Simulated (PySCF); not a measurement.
**Working out the ionisation energy of Au²⁺**

Au²⁺ [Xe] 4f14 5d9 (2D) → Au³⁺ [Xe] 4f14 5d8 (3F). Calculation: PySCF 2.14, in aug-cc-pwCVDZ-PP with ECP60MDF (6s6p5d3f, 70 functions); scalar relativity through the core potential. Frozen: nothing. Energies in hartree (1 hartree = 27.21139 eV):

| part | Au²⁺ (lower) | Au³⁺ (upper) |
| --- | --- | --- |
| UHF | -133.801200 | -132.667953 |
| MP2 opposite-spin | -0.298319 | -0.261757 |
| MP2 same-spin | -0.142902 | -0.121893 |

Task: What does Hartree-Fock give?

Result: (-132.667953) − (-133.801200) = 1.133247 hartree = 30.837 eV.

Task: What do MP2 and SCS-MP2 (6/5 opposite-spin, 1/3 same-spin) give?

Result: The opposite-spin parts differ by 0.995 eV and the same-spin parts by 0.572 eV. MP2: 30.837 + (0.995) + (0.572) = 32.404 eV. SCS-MP2: 30.837 + 1.2 × (0.995) + (0.572)/3 = 32.222 eV.

Reference: 30 ± 1.6 eV (theoretical estimate listed by NIST; NIST Atomic Spectra Database, ionization energies), between the lowest levels; spin-orbit coupling is absent from the calculation.

A double-zeta basis recovers only part of the correlation energy.

What remains against the reference includes basis incompleteness and correlation beyond second order.
